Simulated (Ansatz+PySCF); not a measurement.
singlet TiO2: levels of theory in one basis

```xyz
3

Ti    0.0000    0.0000   -0.3577
O     0.0000    1.2196    0.4918
O     0.0000   -1.2196    0.4918
```

Basis set: def2-SVP (spherical functions). Left uncorrelated: 7 orbitals. Charge 0, multiplicity 1.

Computed with Ansatz (development build ahead of 0.2.0); each method stands on the lowest determinant of its kind that the runs found.

```
     method  E − E(RHF) (eV)  <S²> of the determinant
        RHF             0.00                     0.00
    RHF-MP2           -19.44                        –
RHF-CCSD(T)           -19.45                        –
```

**Question.** What does RHF-CCSD give on the same scale?

**Answer.** -18.40 eV.

**Question.** Is a single determinant a sound starting point here?

**Answer.** By this sign, yes. Unrestricted orbitals gain 0.00 eV and <S²> is 0.00 against 0.00 for a pure state.

Caution: other spin multiplicities were not run.
